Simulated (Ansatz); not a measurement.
Harmonic frequencies (cm⁻¹) at PBE0-D4/def2-TZVP from Ansatz: 42, 83, 101, 138, 152, 214, 263, 366, 427, 484, 614, 737, 784, 791, 857, 880, 908, 1147, 1181, 1211, 1355, 1479, 1491, 1500, 2166, 2957, 3020, 3087, 3121, 3138.

Each molecule was computed in one conformer, which needn't be the lowest.

Problem. Which molecule is it?
A. `CO[SiH]1[CH2][Al]1[F]`
B. `CSCN`
C. `C[SiH2]OC(=N)F`
D. `SB[CH2][GaH2]`

Solution. A.
